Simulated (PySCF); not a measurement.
HSE06 on F⁻ (fluorine, charge -1), [Ne], closed-shell 1S. Calculation: PySCF 2.14, in dyall-av3z (15s9p3d2f, 71 functions); scalar relativity by spin-free X2C-1e.

```
cycle= 1 E= -99.8964143281262  delta_E= -0.00483  |g|= 0.0834  |ddm|= 0.132
cycle= 2 E= -99.8874624136814  delta_E= 0.00895  |g|= 0.195  |ddm|= 0.101
cycle= 3 E= -99.8990762928916  delta_E= -0.0116  |g|= 0.0184  |ddm|= 0.0557
cycle= 4 E= -99.899199479211  delta_E= -0.000123  |g|= 0.000117  |ddm|= 0.00768
cycle= 5 E= -99.8991994839846  delta_E= -4.77e-09  |g|= 7.18e-06  |ddm|= 4.42e-05
cycle= 6 E= -99.8991994840051  delta_E= -2.05e-11  |g|= 4.75e-07  |ddm|= 3.47e-06
converged SCF energy = -99.8991994840051  <S^2> = -2.6645353e-15  2S+1 = 1
```

Highest occupied orbital energy: 0.238 eV; ⟨L²⟩ = 0.00; populations by l: s 4.00, p 6.00, d 0.00, f 0.00.

Task: Can this result be used?

Result: With care. The run converged. At HSE06 the highest occupied level has a positive energy, so only the finite basis holds that electron; in a semilocal or global hybrid functional this comes from self-interaction and does not mean that the real anion is unbound.
